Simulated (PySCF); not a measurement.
Species: ZrEt2Cl2, C4H10Cl2Zr (singlet state).
Bonds: Zr1–C2, Zr1–C9, Zr1–Cl16, Zr1–Cl17, C2–C3, C9–C10. Hydrogens: H4, H5 on C2; H6, H7, H8 on C3; H11, H12 on C9; H13, H14, H15 on C10.

Computed by this run: PBE0-D3(BJ)/def2-SVP geometry optimisation, gas phase, def2 core potentials past Kr (PySCF); density fitting, grid level 1; the optimiser is geomeTRIC in internal coordinates, started from a GFN2-xTB structure with every atom displaced at random (about 0.03 Å).

Step 1: E = -30616.8402 eV
```
atom  x, y, z in Å  |  force x, y, z in eV/Å
Zr1    -0.3391   -0.0631   -0.2768   -0.011   0.084  -0.129
C2     -0.4364   -0.0733    1.9153   -0.548  -0.242  -0.148
C3     -1.9568    0.0885    2.2092    1.101   0.106   0.346
H4      0.1651    0.7246    2.3782    0.024   0.156   0.009
H5     -0.0653   -1.0289    2.3345    0.027  -0.001  -0.064
H6     -2.1195    0.0758    3.2982   -0.186  -0.084   0.045
H7     -2.3089    1.0682    1.8566   -0.278  -0.113  -0.159
H8     -2.5247   -0.7430    1.7708   -0.269   0.115  -0.074
C9      1.7747   -0.0188   -0.9235   -0.205  -0.296  -0.507
C10     1.5496    0.0003   -2.4508   -0.156   0.307   0.079
H11     2.3256   -0.9411   -0.6546   -0.024   0.080   0.179
H12     2.3868    0.8475   -0.6214   -0.081   0.002   0.181
H13     2.4874    0.0377   -3.0290    0.050  -0.113   0.029
H14     0.9751   -0.8709   -2.8100    0.089  -0.068  -0.003
H15     0.9787    0.8955   -2.7614    0.038  -0.033  -0.011
Cl16   -1.3837    1.9200   -1.0123    0.140   0.061   0.080
Cl17   -1.5372   -1.9197   -1.1626    0.286   0.041   0.147
```

Step 2: E = -30616.9099 eV
```
atom  x, y, z in Å  |  force x, y, z in eV/Å
Zr1    -0.3405   -0.0568   -0.2878   -0.118  -0.052  -0.137
C2     -0.4485   -0.0746    1.8960   -0.386  -0.214  -0.049
C3     -1.9435    0.0916    2.2317    0.283   0.009   0.238
H4      0.1545    0.7269    2.3486    0.111   0.144   0.029
H5     -0.0661   -1.0315    2.3012    0.044   0.003  -0.037
H6     -2.1028    0.0749    3.3231   -0.072  -0.048   0.027
H7     -2.3325    1.0636    1.8845   -0.078  -0.127  -0.088
H8     -2.5581   -0.7258    1.8112    0.005   0.171  -0.018
C9      1.7546   -0.0252   -0.9378   -0.099  -0.191  -0.278
C10     1.5526    0.0031   -2.4619    0.082   0.213  -0.084
H11     2.2962   -0.9419   -0.6373   -0.004   0.015   0.080
H12     2.3505    0.8395   -0.5993   -0.058   0.026   0.089
H13     2.5044    0.0367   -3.0241   -0.044  -0.065   0.076
H14     0.9957   -0.8729   -2.8359    0.036  -0.044   0.025
H15     0.9875    0.8984   -2.7820    0.035  -0.048   0.009
Cl16   -1.3498    1.9393   -1.0066    0.048   0.177   0.020
Cl17   -1.4828   -1.9459   -1.1634    0.213   0.031   0.098
```

Step 3: E = -30616.9618 eV
```
atom  x, y, z in Å  |  force x, y, z in eV/Å
Zr1    -0.3572   -0.0450   -0.3114   -0.266   0.142  -0.026
C2     -0.4824   -0.0767    1.8793    0.035  -0.010  -0.060
C3     -1.9386    0.0936    2.2893   -0.572  -0.060   0.137
H4      0.1394    0.7331    2.3091    0.057  -0.047  -0.051
H5     -0.0731   -1.0343    2.2555    0.042   0.006   0.006
H6     -2.0852    0.0688    3.3852    0.082   0.004  -0.030
H7     -2.3728    1.0497    1.9463    0.128  -0.017   0.006
H8     -2.6035   -0.6989    1.8888    0.211   0.054   0.009
C9      1.7203   -0.0363   -0.9728   -0.048  -0.068   0.095
C10     1.5742    0.0047   -2.4936    0.273  -0.003  -0.192
H11     2.2432   -0.9462   -0.6239    0.013  -0.036  -0.047
H12     2.2840    0.8269   -0.5757   -0.019   0.049  -0.033
H13     2.5488    0.0298   -3.0169   -0.052   0.006   0.066
H14     1.0451   -0.8798   -2.8869   -0.025   0.006   0.033
H15     1.0225    0.8972   -2.8352   -0.006  -0.009   0.015
Cl16   -1.3076    2.0033   -1.0073    0.086  -0.012   0.044
Cl17   -1.3857   -1.9905   -1.1695    0.061  -0.006   0.028
```

Step 4: E = -30616.9792 eV
```
atom  x, y, z in Å  |  force x, y, z in eV/Å
Zr1    -0.3778   -0.0369   -0.3203   -0.172   0.075   0.015
C2     -0.5004   -0.0754    1.8693    0.040   0.003  -0.015
C3     -1.9462    0.0937    2.3198   -0.457  -0.057   0.019
H4      0.1383    0.7328    2.2776    0.034  -0.029  -0.024
H5     -0.0747   -1.0320    2.2304    0.018   0.001   0.015
H6     -2.0758    0.0641    3.4172    0.106   0.015  -0.030
H7     -2.3868    1.0462    1.9782    0.115   0.033   0.040
H8     -2.6128   -0.6950    1.9215    0.148  -0.017   0.019
C9      1.6985   -0.0393   -0.9852   -0.039  -0.022   0.115
C10     1.5930    0.0044   -2.5089    0.219  -0.066  -0.124
H11     2.2147   -0.9482   -0.6228    0.016  -0.023  -0.051
H12     2.2465    0.8268   -0.5702    0.000   0.031  -0.046
H13     2.5793    0.0264   -3.0063   -0.006   0.024   0.047
H14     1.0745   -0.8828   -2.9099   -0.032   0.021   0.016
H15     1.0485    0.8952   -2.8636   -0.013   0.005   0.007
Cl16   -1.2892    2.0260   -1.0032    0.037   0.051   0.003
Cl17   -1.3581   -2.0066   -1.1635   -0.014  -0.045  -0.006
```

Question: Estimate the geometry and energy of step 5. (The exact step hangs on the optimiser's Hessian estimate; all steps are aligned on step 4, rigid shifts and turns removed.)

Answer: E = -30616.9984 eV, largest force 0.189 eV/Å
```
atom  x, y, z in Å  |  force x, y, z in eV/Å
Zr1    -0.4240   -0.0232   -0.3372   -0.044   0.027   0.002
C2     -0.5338   -0.0716    1.8515    0.083   0.015   0.016
C3     -1.9608    0.0899    2.3710   -0.105  -0.022  -0.156
H4      0.1330    0.7346    2.2212   -0.029  -0.002   0.017
H5     -0.0813   -1.0249    2.1901   -0.012  -0.005   0.009
H6     -2.0422    0.0506    3.4704    0.078   0.023   0.008
H7     -2.4075    1.0421    2.0427    0.035   0.067   0.069
H8     -2.6202   -0.7018    1.9800   -0.014  -0.081   0.035
C9      1.6571   -0.0423   -1.0039   -0.044   0.037   0.043
C10     1.6350    0.0009   -2.5329    0.044  -0.097   0.007
H11     2.1660   -0.9486   -0.6246    0.017   0.005  -0.002
H12     2.1799    0.8322   -0.5702    0.021  -0.009  -0.019
H13     2.6445    0.0205   -2.9758    0.050   0.032   0.026
H14     1.1342   -0.8885   -2.9504   -0.020   0.027  -0.016
H15     1.1051    0.8887   -2.9151   -0.003   0.015  -0.001
Cl16   -1.2678    2.0725   -1.0078    0.014  -0.006  -0.011
Cl17   -1.3458   -2.0317   -1.1487   -0.070  -0.026  -0.027
```

The energy changes by -0.0191 eV. The first-order estimate −F·Δx gives -0.0303 eV and the mean of the old and new forces, exact on a quadratic surface, -0.0170 eV. The step makes an angle of 78° with the force vector and moves no atom by more than 0.077 Å.

What follows is the cost of the whole optimisation. On Arm Neoverse V2, one thread, no GPU, shared host with 64 logical CPUs at a one-minute load of 21, this took 6.0 min wall and 0.78 GiB of memory at its peak.
